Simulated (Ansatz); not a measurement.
Calculated with Ansatz (gas phase, PBE0-D4/def2-TZVP geometries, no zero-point term in ΔE). CCSD(T)/CBS adds triple-zeta CCSD(T) − MP2 to the extrapolated MP2 energy (def2 sets, frozen cores). This one scheme is used for every species. Functionals use def2-TZVPP. B3LYP here is the variant with VWN-RPA as its local correlation; programs differ in this. One conformer a species, not always the lowest.

`B[SiH2]B` + CH₃NH₂ → `B[SiH2]CN` + BH₃  (formal exchange of groups at the Si–B bond)

```tsv
level	ΔE (kcal/mol)
LDA (SPW92)	5.1
revPBE-D4	4.3
B3LYP-D4	2.0
CCSD(T)/def2-TZVPP	1.8
```

Task: What does CCSD(T)/CBS give? (An estimate is asked.)

Result: The calculation gave: +1.7 kcal/mol. The listed levels differ from it by 3.4, 2.6, 0.3, 0.1 kcal/mol.

Largest T1 diagnostic among the species: 0.015.

From BLYP to BHLYP (50 % exact exchange), in def2-TZVPP and without D4, ΔE moves by −2.6 kcal/mol. The D4 term adds −1.0 kcal/mol with B3LYP and −0.6 kcal/mol with PBE0; it sums over pairs of atoms, weighted by their polarisabilities, and B3LYP, whose exchange is more repulsive, gets the larger term. Leaving LDA and LC-ωPBE aside and taking each functional with its dispersion term where it has one, the values, not all of them listed here, spread over 4.3 kcal/mol, from ωB97M-V to PBE-D4.
